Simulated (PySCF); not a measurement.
AlGe at r²SCAN

Computed with r²SCAN; basis Al 6-311G(d,p), Ge 6-311G(d,p); no relativity; PySCF 2.14.

| Quantity | Value |
| --- | --- |
| state | ⁴Σ⁻ (quartet), unpaired electrons σ ↑, π ↑↑ |
| bond length | 2.461 Å |
| harmonic wavenumber | 310 cm⁻¹ |
| force constant | 1.12 mdyn/Å |
| rotational constant Be | 0.1408 cm⁻¹ |
| anharmonicity ωexe | 1.41 cm⁻¹ |
| vibration–rotation constant αe | 0.000865 cm⁻¹ |
| well depth De to Al + Ge | 2.63 eV |
| dissociation energy D0 | 2.61 eV |
| bond order (Mayer) | 1.49 |
| dipole moment (positive dipole means Al(−)Ge(+)) | -1.31 D |

Spin–orbit coupling is left out. The state is the lowest determinant that a PBE0 search found; another state may lie lower at other levels.
